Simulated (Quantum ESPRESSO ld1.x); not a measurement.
Q: Excited configurations of Pt II: one electron is placed in a higher orbital outside [Xe] 4f14 5d8. The ground configuration is [Xe] 4f14 5d9. All-electron calculation, scalar-relativistic Kohn-Sham, LDA (Slater exchange, Perdew-Wang correlation), spin-polarised, spherical densities, point nucleus; open shells are filled with parallel spins first. Program: ld1.x of Quantum ESPRESSO 7.5. Excitation = E - E(ground); binding = E(ion) - E, where the ion is the core of charge +2; n* = 2/sqrt(2 binding) in atomic units, and the quantum defect is n - n*.

outer orbital  excitation (eV)  binding (eV)     n*  quantum defect  eigenvalue (eV)  <r> (bohr)
5f                      16.173         3.631  3.872           1.128           -2.590       8.227
6s                       0.969        18.835  1.700           4.300          -14.869       2.594
6p                       8.005        11.798  2.148           3.852           -8.835       3.401
6d                      14.006         5.798  3.064           2.936           -4.270       5.845
6f                      17.351         2.452  4.711           1.289           -1.867       14.13
7s                      12.688         7.116  2.766           4.234           -5.674       6.032
7p                      14.398         5.406  3.173           3.827           -4.270       7.504
7d                      16.391         3.413  3.993           3.007           -2.657       11.09

Estimate the row for 7f.

A: excitation (eV) 18.058; binding (eV) 1.745; n* 5.584; quantum defect 1.416; eigenvalue (eV) -1.374; <r> (bohr) 21.47. The Delta-SCF ionisation energy is 19.804 eV (NIST Atomic Spectra Database: 18.6 eV, measured). Self-interaction in the functional shifts the binding energies and quantum defects, so they are the method's values and not measured ones. Open shells are spherical and high-spin; term and fine-structure splittings are not resolved. Spin-orbit splitting is averaged out at the scalar-relativistic level.
